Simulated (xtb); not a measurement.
H₂O₃P (SMILES O=[P](O)O), doublet, from a rough starting geometry; GFN2-xTB run with xtb.

Here is a job for xtb.
```
$ xtb mol.xyz --gfn 2 --uhf 1 --opt vtight --json

# file mol.xyz
6

O      1.75905441     0.02416127     0.46699742
P      0.55318948     0.11283077    -0.33477486
O     -0.61146354    -1.08980234    -0.02583126
O     -0.27351894     1.49264347     0.01631747
H     -0.19138605    -1.93824455     0.13005902
H     -1.24557402     1.43928702    -0.22289335
```

It wrote (shortened):

```
   ID    Z sym.   atoms
    1    8 O      1, 3, 4
    2   15 P      2
    3    1 H      5, 6

           -------------------------------------------------
          |                Calculation Setup                |
           -------------------------------------------------

           -------------------------------------------------
          |                 G F N 2 - x T B                 |
           -------------------------------------------------

          ...................................................
          :                      SETUP                      :
          :.................................................:
          :  # basis functions                  24          :
          :  # atomic orbitals                  23          :
          :  # shells                           11          :
          :  # electrons                        25          :
          :  max. iterations                   250          :
          :  Hamiltonian                  GFN2-xTB          :
          :  restarted?                      false          :
          :  GBSA solvation                  false          :
          :  PC potential                    false          :
          :  electronic temp.          300.0000000     K    :
          :  accuracy                    1.0000000          :
          :  -> integral cutoff          0.2500000E+02      :
          :  -> integral neglect         0.1000000E-07      :
          :  -> SCF convergence          0.1000000E-05 Eh   :
          :  -> wf. convergence          0.1000000E-03 e    :
          :  Broyden damping             0.4000000          :
          :  net charge                          0          :
          :  unpaired electrons                  1          :
          ...................................................

 iter      E             dE          RMSdq      gap      omega  full diag
   1    -15.7827180 -0.157827E+02  0.913E+00    7.31       0.0  T
   2    -15.8355079 -0.527899E-01  0.450E+00    7.05       1.0  T
   3    -15.8436342 -0.812621E-02  0.140E+00    6.84       1.0  T
   4    -15.8445816 -0.947490E-03  0.968E-01    6.86       1.0  T
   5    -15.8446182 -0.365861E-04  0.585E-01    6.79       1.0  T
   6    -15.8442984  0.319807E-03  0.531E-01    6.84       1.0  T
   7    -15.8448205 -0.522068E-03  0.107E-01    6.80       1.0  T
   8    -15.8448430 -0.225529E-04  0.260E-02    6.81       1.6  T
   9    -15.8448442 -0.115086E-05  0.741E-03    6.80       5.5  T
[...]
         :: total energy             -15.773479842570 Eh    ::
 * total energy  :   -15.7734798 Eh     change       -0.1150191E-10 Eh
 * total energy  :   -15.7763051 Eh     change       -0.2825246E-02 Eh
 * total energy  :   -15.7772997 Eh     change       -0.9946100E-03 Eh
 * total energy  :   -15.7774920 Eh     change       -0.1923106E-03 Eh
 * total energy  :   -15.7775385 Eh     change       -0.4652330E-04 Eh
 * total energy  :   -15.7775462 Eh     change       -0.7625207E-05 Eh
 * total energy  :   -15.7775650 Eh     change       -0.1881864E-04 Eh
 * total energy  :   -15.7775669 Eh     change       -0.1890027E-05 Eh
 * total energy  :   -15.7775674 Eh     change       -0.5492676E-06 Eh
 * total energy  :   -15.7775676 Eh     change       -0.1628800E-06 Eh
 * total energy  :   -15.7775676 Eh     change       -0.6070331E-07 Eh
   *** GEOMETRY OPTIMIZATION CONVERGED AFTER 11 ITERATIONS ***
         :: total energy             -15.777567638995 Eh    ::
[...]
      -------------------------------------------------------------
                  HL-Gap            0.2596685 Eh            7.0659 eV
             Fermi-level           -0.3351288 Eh           -9.1193 eV

     #   Z          covCN         q      C6AA      α(0)
     1   8 O        0.808    -0.332    20.392     6.053
     2  15 P        2.509     0.398   148.974    22.298
     3   8 O        1.613    -0.396    20.795     6.155
     4   8 O        1.613    -0.351    19.947     6.028
     5   1 H        0.844     0.334     0.621     1.235
     6   1 H        0.853     0.347     0.589     1.202

 Mol. C6AA /au·bohr⁶  :        728.727702
 Mol. C8AA /au·bohr⁸  :      24134.444494
 Mol. α(0) /au        :         42.971176

Wiberg/Mayer (AO) data.
largest (>0.10) Wiberg bond orders for each atom

 ---------------------------------------------------------------------------
     #   Z sym  total        # sym  WBO       # sym  WBO       # sym  WBO
 ---------------------------------------------------------------------------
     1   8 O    2.227 --     2 P    2.025     3 O    0.108
     2  15 P    4.601 --     1 O    2.025     4 O    1.322     3 O    1.226
     3   8 O    2.244 --     2 P    1.226     5 H    0.861     1 O    0.108
     4   8 O    2.310 --     2 P    1.322     6 H    0.851
     5   1 H    0.888 --     3 O    0.861
     6   1 H    0.879 --     4 O    0.851
 ---------------------------------------------------------------------------

Topologies differ in total number of bonds
Writing topology from bond orders to xtbtopo.mol

molecular dipole:
                 x           y           z       tot (Debye)
 q only:       -0.963      -0.305      -0.698
   full:       -1.203      -0.413      -0.693       3.682
molecular quadrupole (traceless):
                xx          xy          yy          xz          yz          zz
 q only:       -3.454      -2.919       3.858      -1.106      -1.479      -0.404
  q+dip:       -4.439      -3.680       4.437      -0.793      -1.908       0.002
   full:       -4.802      -3.613       5.024      -1.215      -1.931      -0.222

optimized geometry written to: xtbopt.xyz

           -------------------------------------------------
          | TOTAL ENERGY              -15.777567638995 Eh   |
          | GRADIENT NORM               0.000110642333 Eh/α |
          | HOMO-LUMO GAP               7.065940818267 eV   |
           -------------------------------------------------

normal termination of xtb
```
